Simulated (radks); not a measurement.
The numbers below are computed, except where a source is named.
Question: All-electron atom: Ga in [Ar] 3d10 4s2 4p1. Level of theory: scalar-relativistic Kohn-Sham, PBE, spin-unpolarised, spherical densities, finite nucleus; Fermi nuclear charge, rms radius 3.9973 fm (a radial shooting solver on a logarithmic mesh with Libxc functionals). Some entries of the table are withheld. Estimate them.

| orbital | occ. | eigenvalue (eV) | r(max) (bohr) | <r> (bohr) |
|---|---|---|---|---|
| 1s | 2 | -10229.84 | 0.03178 | (1) |
| 2s | 2 | (2) | 0.1824 | (3) |
| 2p | 6 | -1098.838 | 0.1465 | 0.1907 |
| 3s | 2 | -148.1242 | (4) | (5) |
| 3p | 6 | -98.8595 | 0.5668 | 0.6791 |
| 3d | 10 | -19.1546 | 0.5334 | 0.8106 |
| 4s | 2 | (6) | 1.894 | 2.342 |
| 4p | 1 | -2.5792 | 2.539 | 3.426 |

Answer: 
(1) 1s <r> (bohr): 0.04860
(2) 2s eigenvalue (eV): -1262.313
(3) 2s <r> (bohr): 0.2178
(4) 3s r(max) (bohr): 0.5645
(5) 3s <r> (bohr): 0.6518
(6) 4s eigenvalue (eV): -8.9486
